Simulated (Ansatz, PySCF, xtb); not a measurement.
Pair of molecules: H2O (SMILES O) (first 3 atoms) with AsH3 (SMILES [AsH3]); geometry from B3LYP-D3(BJ)/def2-TZVP, rigid monomers moved along the line of their centres of mass till H3···As4 is 2.43 Å.
(charge 0, multiplicity 1):
| atom | x (Å) | y (Å) | z (Å) |
|---|---|---|---|
| O | -0.0488 | 0.6324 | -0.5999 |
| H | -0.9101 | 0.3057 | -0.8787 |
| H | -0.0010 | 0.4395 | 0.3458 |
| As | 0.2072 | -0.3758 | 2.6222 |
| H | -0.2226 | 0.3141 | 3.9083 |
| H | 1.6215 | -0.6193 | 3.1256 |
| H | -0.2832 | -1.7377 | 3.0918 |

Monomers are frozen at their geometry in the pair; levels with a basis set take the counterpoise correction. Rows marked so take none.

Cores are frozen in the correlated methods. Filled d and f shells under p-block atoms count as core. Rows in 6-31G*, STO-3G carry no dispersion term and start afresh at each structure (6-31G* with six Cartesian d functions); the Pople sets are all-electron and without relativity.

Programs: Ansatz (Gaussian orbitals); PySCF for 6-31G* rows, STO-3G rows, the dispersion terms; xtb for the GFN methods. Each number belongs to the level named beside it.

```tsv
level	interaction energy (kcal/mol)
GFN1-xTB	-3.58
HF/STO-3G (no counterpoise)	-1.61
HF/aug-cc-pVDZ	1.33
HF/aug-cc-pVTZ	1.28
B3LYP/6-31G* (no counterpoise)	-1.12
B3LYP/def2-TZVPPD	-0.64
B3LYP-D4/def2-TZVPPD	-1.61
wB97X-V/def2-TZVPPD	…
SCS-MP2/aug-cc-pVDZ	…
```

Complete the blanks.


- wB97X-V/def2-TZVPPD, interaction energy (kcal/mol): -1.45
- SCS-MP2/aug-cc-pVDZ, interaction energy (kcal/mol): 0.07

Ansatz is an electronic-structure program.
